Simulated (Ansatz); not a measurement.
Species: dibromo(diethyl)silane, C4H10Br2Si, net charge 0, singlet state. 
Geometry from a B3LYP-D3(BJ)/def2-TZVP (Ansatz, an electronic-structure program) optimisation:
```
Si
C 1 1.8660
H 2 1.0925 1 107.90
H 2 1.0944 3 106.24 1 -114.44
C 2 1.5334 3 110.85 4 -120.41
H 5 1.0908 2 111.26 3 -61.80
H 5 1.0912 6 107.77 2 -121.80
H 5 1.0918 6 107.65 7 -115.64
C 1 1.8660 2 114.31 3 179.91
H 9 1.0925 1 107.90 2 179.91
H 9 1.0944 10 106.24 1 -114.44
C 9 1.5334 10 110.85 11 -120.41
H 12 1.0908 9 111.26 10 -61.80
H 12 1.0912 13 107.77 9 -121.80
H 12 1.0918 13 107.65 14 -115.64
Br 1 2.2437 2 108.12 3 -58.74
Br 1 2.2437 2 108.82 3 58.95
```
Charge 0, spin multiplicity 1.

Basis-set convergence of Hartree-Fock and MP2 correlation energies (hartree) with Ansatz. Correlated levels leave the core frozen unless marked. Spin-orbit coupling is left out. The frozen core is the preceding noble-gas configuration, with the filled d and f shells of earlier blocks. No relativistic terms.

```json
[
 {"basis": "def2-SVPD", "functions": "266", "E(HF)": "-5590.36851", "E(corr, MP2)": "-0.95990"},
 {"basis": "def2-TZVPPD", "functions": "480", "E(HF)": "(withheld)", "E(corr, MP2)": "(withheld)"}
]
```

**Question.** What belongs in the gaps?

**Answer.** 
- def2-TZVPPD, E(HF): -5591.26271
- def2-TZVPPD, E(corr, MP2): -1.15512
